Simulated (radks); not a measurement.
Results of a calculation; reference values are marked as such.
All-electron atom: the lead ion Pb3+ in [Xe] 4f14 5d10 5f1 (not the ground configuration).

Code: a radial shooting solver on a logarithmic mesh with Libxc functionals. Model: Dirac Kohn-Sham, PBE, spin-unpolarised, spherical densities, finite nucleus; open shells fill j = l - 1/2 first; Fermi nuclear charge, rms radius 5.5012 fm.

Energy parts (eV):
part                       energy
total                  -569253.96
kinetic                 661915.07
electron-nucleus      -1437618.97
Hartree                 217039.70
exchange-correlation    -10589.76

Orbitals (lengths in bohr, moments of r in powers of bohr):
orbital,occ.,eigenvalue (eV),<r>,<r^4>,small-component weight
1s1/2,2,-87950.88,0.01606,3.540e-07,9.78e-02
2s1/2,2,-15745.64,0.06692,0.00005073,2.26e-02
2p1/2,2,-15129.16,0.05488,0.00002987,2.27e-02
2p3/2,4,-12939.85,0.06380,0.00004820,1.99e-02
3s1/2,2,-3804.420,0.1740,0.001831,7.59e-03
3p1/2,2,-3524.605,0.1644,0.001585,7.54e-03
3p3/2,4,-3036.147,0.1807,0.002253,6.75e-03
3d3/2,4,-2573.650,0.1570,0.001477,6.63e-03
3d5/2,6,-2469.690,0.1619,0.001640,6.42e-03
4s1/2,2,-886.7394,0.3842,0.04011,2.61e-03
4p1/2,2,-765.3228,0.3853,0.04228,2.52e-03
4p3/2,4,-645.7537,0.4198,0.05917,2.21e-03
4d3/2,4,-447.3541,0.4245,0.06831,2.01e-03
4d5/2,6,-425.0314,0.4356,0.07548,1.93e-03
5s1/2,2,-176.3699,0.8542,0.9604,7.02e-04
4f5/2,6,-168.2317,0.4507,0.1157,1.57e-03
4f7/2,8,-163.1980,0.4570,0.1224,1.54e-03
5p1/2,2,-134.8900,0.9118,1.296,6.16e-04
5p3/2,4,-112.4970,1.002,1.897,5.20e-04
5d3/2,4,-54.8168,1.242,5.158,3.38e-04
5d5/2,6,-52.1099,1.282,5.872,3.18e-04
5f5/2,1,-12.3278,3.597,383.4,3.43e-05
5f7/2,0,-12.2909,3.620,390.7,3.36e-05

The highest occupied level is 5f5/2 at -12.328 eV. The density falls to 0.001 e/bohr^3 at r = 4.20 bohr.
